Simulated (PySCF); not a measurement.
A species of formula C5H6OS has this rotational fingerprint, computed with PBE0-D3(BJ)/def2-SVP geometry optimisation, gas phase (PySCF 2.14.0):

| Quantity | Value |
| --- | --- |
| Rotational constants | A = 5765, B = 1616, C = 1273 MHz |
| Dipole components | \|μa\| = 0.00 D, \|μb\| = 1.10 D, \|μc\| = 0.00 D |
| Inertial defect | -3.25 u·Å² |
| κ | -0.85 |

Problem. Which candidate fits, each taken in the one conformer that was computed?
A. `[CH3:1][S:2][c:3]1[cH:4][cH:5][o:6][cH:7]1` with C1–S2–C3–C4 180°
B. `[CH3:1][O:2][c:3]1[cH:4][cH:5][cH:6][s:7]1` with C1–O2–C3–C4 179°
C. `[SH:1][CH2:2][c:3]1[cH:4][cH:5][cH:6][o:7]1` with H–S1–C2–C3 -62°, S1–C2–C3–C4 -107°
D. `[OH:1][CH2:2][c:3]1[cH:4][cH:5][cH:6][s:7]1` with H–O1–C2–C3 52°, O1–C2–C3–C4 77° (2-thiophenemethanol)
E. `[CH3:1][S:2][c:3]1[cH:4][cH:5][cH:6][o:7]1` with C1–S2–C3–C4 180°

Solution. E. It is CSc1ccco1, an asymmetric top, point group Cs. The candidates at the same level (rigid rotor, commonest isotopes):

```tsv
SMILES	A (MHz)	B (MHz)	C (MHz)	μa (D)	μb (D)	μc (D)	Δ (u·Å²)	point group	rotor
SCc1ccco1	6033	1297	1181	1.30	0.09	0.67	-45.56	C1	near-prolate asymmetric top
COc1cccs1	4867	1925	1392	0.83	0.77	0.00	-3.26	Cs	asymmetric top
OCc1cccs1	4518	1705	1351	1.33	0.31	0.05	-34.14	C1	asymmetric top
CSc1ccoc1	5871	1504	1206	0.37	0.81	0.00	-3.27	Cs	asymmetric top
CSc1ccco1	5765	1616	1273	0.00	1.10	0.00	-3.25	Cs	asymmetric top
```

`SCc1ccco1` has B 20 % too low; `COc1cccs1` has B 19 % too high; `OCc1cccs1` has A 22 % too low; `CSc1ccoc1` has B 7 % too low. In the right answer the mirror of this Cs structure is the ab plane, so μc vanishes by symmetry. No structure here is proved a minimum.
